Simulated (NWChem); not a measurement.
# AlH₂O₂ cation; SMILES [OH][Al+][OH]

```xyz
5

Al    -0.0065     0.1151     0.0138
O      1.1661     0.3100    -1.0547
H      1.8675     0.4267    -1.6942
O     -1.1790    -0.0790     1.0826
H     -1.8806    -0.1959     1.7220
```
Atoms are numbered in this order, from 1.

Computed with NWChem. Geometry optimised at PBE0/def2-SVP; all other runs use it. Pople sets run with spherical d functions. Vzz has the sign of the potential's second derivative.

| quantity | level | value |
|---|---|---|
| vertical, lowest excitation, singlet (eV) | PBE/6-31+G*, TDA | 5.01 |
| highest occupied level (eV) | B3PW91/def2-SVP | -15.43 |
| Vzz Al1 (a.u.) | PBE/def2-SVP | -1.060 |
| first state with f > 0.002 (eV), Al K edge, unshifted | PBE0/cc-pVTZ, TDA | 1529.0 |
| highest harmonic frequency (cm⁻¹) | PBE0/def2-SVP | 4028 |
